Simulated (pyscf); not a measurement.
H₃C–Si:–CH₃ [singlet] → H₂C=SiH–CH₃, a hydrogen shift (singlet surface; C–H broken, H–Si formed). Optimised with ωB97X-D3(BJ)/def2-SVP in PySCF. Correlated levels are frozen-core, on RHF or UHF. ΔMP2 is the change of the MP2 total energy from the triple- to the quadruple-zeta basis. Energies in kJ/mol from the reactant's lowest minimum found.

Small-basis levels: PySCF, no dispersion term, spherical d functions. 

Q: Quick BP86/6-31G* single points give ΔE‡ = 143.9 kJ/mol and ΔE = -5.0 kJ/mol. What does CCSD(T)/def2-TZVPP + ΔMP2(QZVPP) give, and how far is the quick result from it?

A: CCSD(T)/def2-TZVPP + ΔMP2(QZVPP) gives ΔE‡ = 159.7 kJ/mol and ΔE = -8.7 kJ/mol. BP86/6-31G* lies 15.9 kJ/mol under it in the barrier and 3.7 kJ/mol over it in the reaction energy, so on this step it does not hold to within 12.6 kJ/mol. CCSD(T)/def2-TZVPP + ΔMP2(QZVPP) has limits of its own. H₃C–Si:–CH₃ [singlet] lies 30.9 kJ/mol over its isomer H₂C=CH–SiH₃, and others may lie lower still (electronic energy, ωB97M-D3(BJ)). H₂C=SiH–CH₃ lies 31.2 kJ/mol over its isomer H₂C=CH–SiH₃, and others may lie lower still (electronic energy, ωB97M-D3(BJ)). One saddle was located; it need not be the lowest between these sides. The CCSD(T) − MP2 part came from Ansatz, without density fitting, on the same reference.
